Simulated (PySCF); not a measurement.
This PySCF input asks for the NMR shieldings of `ClB([SiH2][C@@H]([SiH3])C(Cl)Cl)Cl`, C2H7BCl4Si2; the geometry comes from GFN2-xTB.

```python
import basis_set_exchange as bse
import numpy as np
from pyscf import gto, dft
from pyscf.prop import nmr

atoms = """
Si   -1.421425    1.069999   -1.090965
C    -0.840643   -0.006878    0.382849
Si    0.809393    0.588521    1.181262
B     2.362265    0.002830    0.086863
Cl    2.850081    0.900482   -1.304315
Cl    3.359439   -1.322865    0.542193
C    -0.751904   -1.444773   -0.029840
Cl   -0.153035   -2.472875    1.304578
Cl    0.359324   -1.637667   -1.409988
H    -2.488880    0.340600   -1.781058
H    -1.949340    2.307180   -0.520651
H    -0.322162    1.346310   -2.007683
H    -1.610687    0.048782    1.155908
H     0.826544    0.108990    2.569438
H     0.670728    2.051240    1.254092
H    -1.707296   -1.870932   -0.344096
"""
names = dict.fromkeys(["Si", "C", "B", "Cl", "H"], "pcSseg-1")
basis = {el: gto.basis.parse(bse.get_basis(n, elements=[el], fmt="nwchem")) for el, n in names.items()}
mol = gto.M(atom=atoms, basis=basis, charge=0, verbose=0)
mf = dft.RKS(mol, xc="PBE0")
mf.grids.level = 2
mf.grids.alignment = dft.numint.BLKSIZE   # the property module wants whole blocks of grid points
mf.conv_tol = 1e-9
mf.kernel()

calc = nmr.RKS(mf)   # GIAO
C = mf.mo_coeff
Co = C[:, mf.mo_occ > 0]
resp = mf.gen_response(singlet=True, hermi=2)
def vind(x):   # induced exchange potential for any number of trial vectors
    d = np.einsum("pi,xij,qj->xpq", C, 2 * x.reshape(-1, C.shape[1], Co.shape[1]), Co, optimize=True)
    return np.einsum("xpq,pi,qj->xij", resp(d - d.transpose(0, 2, 1)), C, Co, optimize=True).ravel()
mo1, _ = nmr.rhf.solve_mo1(calc, with_cphf=vind)
sigma = calc.kernel(mo1)
for i, s in enumerate(sigma):   # ppm
    w = np.linalg.eigvalsh((s + s.T) / 2)
    print("%2d %-2s iso %8.1f  s11 %8.1f  s22 %8.1f  s33 %8.1f" % (i, mol.atom_pure_symbol(i), w.mean(), *w))
```

**Question.** What are the results?

**Answer.** 
```
 0 Si iso    417.1  s11    390.1  s22    403.5  s33    457.7
 1 C  iso    158.1  s11    138.0  s22    146.5  s33    189.8
 2 Si iso    428.2  s11    407.4  s22    431.4  s33    445.8
 3 B  iso     29.2  s11    -34.0  s22     23.1  s33     98.6
 4 Cl iso    573.4  s11    231.7  s22    605.5  s33    882.9
 5 Cl iso    556.2  s11    204.2  s22    581.3  s33    883.0
 6 C  iso     93.3  s11     60.1  s22    106.1  s33    113.6
 7 Cl iso    600.5  s11    321.8  s22    530.4  s33    949.3
 8 Cl iso    623.1  s11    402.3  s22    575.7  s33    891.3
 9 H  iso     27.8  s11     24.0  s22     25.7  s33     33.8
10 H  iso     27.8  s11     24.2  s22     25.1  s33     34.0
11 H  iso     27.4  s11     22.9  s22     28.2  s33     31.1
12 H  iso     30.1  s11     25.6  s22     27.8  s33     36.8
13 H  iso     27.2  s11     23.9  s22     25.3  s33     32.4
14 H  iso     28.0  s11     25.1  s22     25.6  s33     33.1
15 H  iso     25.3  s11     21.4  s22     24.6  s33     29.9
```

These numbers come from an equivalent density-fitted implementation of the same equations, which agrees with the script to about 0.01 ppm for H and up to a few tenths of a ppm for heavy atoms, so last digits may differ.

Size and cost of the density-fitted run: 230 basis functions, 2.7 min wall time on 1 thread of an Intel Xeon, shared host; peak memory 1 GiB.
